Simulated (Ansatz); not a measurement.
```yaml
crystal:
  periodic: [false, false, false]
  atoms:
    - {symbol: P, position_ang: [-1.696334, 1.103291, 0.538196]}
    - {symbol: Si, position_ang: [-0.209219, -0.553835, 0.313838]}
    - {symbol: C, position_ang: [1.553523, -0.151496, -0.030862]}
    - {symbol: S, position_ang: [0.753686, -0.996510, -1.487423]}
    - {symbol: H, position_ang: [-2.731791, 0.368264, -0.099843]}
    - {symbol: H, position_ang: [-1.273370, 1.729693, -0.663462]}
    - {symbol: H, position_ang: [-0.498536, -1.680452, 1.231412]}
    - {symbol: H, position_ang: [1.843918, 0.873738, -0.241107]}
    - {symbol: H, position_ang: [2.346422, -0.738994, 0.421951]}
basis:
  gaussian: {orbitals: def2-TZVP, final_grid: {core_spheres: 20, valence_spheres: 16, degree: 47}}
magnetization: {spin_polarized: true, initial_magnetization: 6}
hamiltonian: {xc: {name: CAM-B3LYP}}
```

```sh
$ ansatz run in.yaml --threads 2 --pin off --events-out ev --progress --plain --max-ram 4352MiB
```

It prints (some lines left out):

```
Functional definition: CAM-B3LYP
1214 factors; their error is unknown
304 factors; integrals over basis functions are off by at most 1.8e-5 eV
mean field evaluation 1: about -29098.8783 eV, gradient 3.6e1 eV
mean field evaluation 2: about -29092.8821 eV, gradient 4.7e1 eV
mean field evaluation 4: about -29105.6126 eV, gradient 2.2e0 eV
mean field evaluation 8: about -29105.7253 eV, gradient 2.2e-1 eV
mean field evaluation 16: about -29105.7812 eV, gradient 6.0e-2 eV
mean field evaluation 32: about -29105.7832 eV, gradient 1.3e-4 eV
mean field -29105.78318927 eV, -1069.6178035973 hartree, gradient 1.8e-5 eV, S^2 12.014714; 6 other end points of the search recorded, 0 dependent functions left out
reference -29105.78332400 eV, -1069.6178085486 hartree; 31, 25 occupied and 141, 147 virtual orbitals, 1214 factors
Total energy: -29105.78332400 eV, -1069.6178085486 hartree
```

Question: Something in this input is off. What?

Answer: The spin is set far too high for this molecule. The run converged. The result belongs to that input, not to the molecule as meant.
